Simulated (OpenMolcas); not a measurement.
## Mo3+: moving or changing the point charges

Mo3+ among 4 point charges of -2 e arranged as a tetrahedron (Td), 1.96 Å from the ion.

```
Program             : OpenMolcas 26.06
Method              : SS-CASPT2, IPEA 0.25 Eh, imaginary shift 0.1 Eh (closed shells correlated: 4s 4p)
Basis               : ANO-RCC-VDZP [6s5p3d1f]
Scalar Hamiltonian  : DKH2, point nucleus
Active space        : 3 electrons in 5 orbitals (4d)
State averaging     : 2S+1 = 4 even, 10 roots; 2S+1 = 2 even, 40 roots
Spin-orbit coupling : RASSI with atomic mean-field integrals over the reference wave functions
```

Runs around this geometry, states (labels of Td). Energies in cm-1 above the lowest state or level, χT in cm3 K/mol; under a threefold ground state the first gap can be a small split of the lowest multiplet, not the spin-orbit step.

```json
{"R (Å)": "1.96", "q (e)": "-1.6", "Ground state": "4T1", "First state of that spin": "4T2 3220", "First gap with spin-orbit (degeneracies)": "320 (4, 2)", "χT at 300 K": "0.520", "First state of another spin": "2E 9660"}
{"R (Å)": "1.85", "q (e)": "-2", "Ground state": "4T1", "First state of that spin": "4T2 3340", "First gap with spin-orbit (degeneracies)": "270 (4, 2)", "χT at 300 K": "0.642", "First state of another spin": "2E 9220"}
{"R (Å)": "1.96", "q (e)": "-2", "Ground state": "4T1", "First state of that spin": "4T2 3560", "First gap with spin-orbit (degeneracies)": "290 (4, 2)", "χT at 300 K": "0.578", "First state of another spin": "2E 9410"}
{"R (Å)": "2.14", "q (e)": "-2", "Ground state": "4T1", "First state of that spin": "4T2 2530", "First gap with spin-orbit (degeneracies)": "360 (4, 2)", "χT at 300 K": "0.467", "First state of another spin": "2E 10310"}
```

Scaling the charges by -1.6 / -2 = 0.80 scales the first state of the same spin by 3220 / 3560 = 0.90; with fixed orbitals a first-order splitting would follow the charge.

Roots that are degenerate in the reference are averaged as groups; the widest CASPT2 spread within a group is 320 cm-1 (the 3-fold group of multiplicity 4 near 2530 cm-1 above the lowest state of its run, R = 2.14, q = -2). Shifts and gaps below about the spread of the groups concerned are not significant. An orbital triplet at a regular site is open to Jahn-Teller coupling, which can distort the site and quench the lowest spin-orbit gaps and is left out. Point charges give a weaker field than real ligands, and real ions of this kind are as a rule low spin; the high spin found here belongs to the model. Free-ion shares, where given, are those of the reference states; single-state CASPT2 does not remix them. This is an electrostatic model: the charges have no orbitals. No measured value stands beside these numbers.
